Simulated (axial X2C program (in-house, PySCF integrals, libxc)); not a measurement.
## NaTe: cheaper levels and CCSD(T), with spin–orbit coupling

Computed with an in-house relativistic program for diatomic molecules. Two-component (2c) means X2C with spin–orbit coupling and atomic mean-field two-electron Coulomb and Gaunt terms. Basis: Te dyall-cv3z [11s12p8d4f1g], Na dyall-cv3z [9s8p5d2f] (cores contracted in-house); Gaussian nuclei, density fitting, unrestricted open shells. Masses: Te 129.906 u, Na 22.990 u.

State: Ω = 3/2 (⟨Sz⟩ = 0.50, ⟨Lz⟩ = 1.00 at HF); fragments Te + Na.

```
level  Re (Å)  ωe (cm⁻¹)  De (eV)
 PBE0   2.803      235.9     2.07
   HF   2.845      233.7      n/a
  MP2   2.845      232.0     1.93
 CCSD   2.843      232.2     1.93
PBE50   2.793      242.0     2.04
```

Correlated methods: 7 electrons correlated (number of frozen shells: Te 4 s, 3 p, 2 d; Na 2 s, 1 p), 269 virtual spin orbitals or spinors in MP2, 78 natural virtuals in coupled cluster.

CCSD(T), same Hamiltonian and basis:

Re = 2.845 Å, ωe = 231.3 cm⁻¹, De = 1.99 eV; T1 = 0.007 (Lee–Taylor normalisation).

Task: Give the differences from CCSD(T) in the columns below.

Result: 

```tsv
level	ΔRe (Å)	Δωe (cm⁻¹)	ΔDe (eV)
PBE0	-0.042	4.6	0.08
HF	0.000	2.4	n/a
MP2	0.000	0.7	-0.06
CCSD	-0.002	0.9	-0.06
PBE50	-0.052	10.7	0.05
```

The state is one determinant whose occupation by symmetry is held fixed; it was picked as the lowest of a PBE0 search that is not exhaustive. De is counted from the lowest determinant-based energies of the atoms at the same level, without counterpoise correction. De is not given where an atomic determinant may have missed its ground term or J level, or where the truncated virtual space spoils (T). Density functionals use the spin component along the axis (collinear). CCSD and (T) use frozen natural virtuals with an MP2 correction for the truncation; (T) itself is uncorrected, so its De runs slightly low. The functionals have no current-density term, which raises determinants with orbital currents, atoms included. With the outer-core shells frozen, correlated bond lengths of heavy atoms tend to come out a few hundredths of an ångström too long.
